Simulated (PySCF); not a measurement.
Ligands exchanged one at a time, Si C2H5-I. All species are isolated molecules in the gas phase. One relaxed conformer stands for each flexible species; it need not be the lowest. Strings in code marks are SMILES.

The HOMO from two functionals at the same geometries (B3LYP-D3(BJ)/def2-SVP), both in PySCF: PBE-D3(BJ)/def2-TZVP and M06-2X/def2-TZVP. 

```tsv
species	M06-2X/def2-TZVP (eV)
0 of 4 C2H5 replaced by I (`CC[Si](CC)(CC)CC`)	-8.82
1 of 4 C2H5 replaced by I (`CC[Si](I)(CC)CC`)	-8.31
2 of 4 C2H5 replaced by I	-8.48
3 of 4 C2H5 replaced by I	-8.65
4 of 4 C2H5 replaced by I (`I[Si](I)(I)I`)	-8.89
```

Question: What does PBE-D3(BJ)/def2-TZVP give for each?

Answer: 
- 0 of 4 C2H5 replaced by I (`CC[Si](CC)(CC)CC`): -6.39
- 1 of 4 C2H5 replaced by I (`CC[Si](I)(CC)CC`): -6.04
- 2 of 4 C2H5 replaced by I: -6.24
- 3 of 4 C2H5 replaced by I: -6.37
- 4 of 4 C2H5 replaced by I (`I[Si](I)(I)I`): -6.59
Over these rows, drawn at random from the members with no instability flagged (it was tested for open shells, ions and some series alone), PBE minus M06-2X: mean +2.30 eV, from +2.24 eV to +2.43 eV.
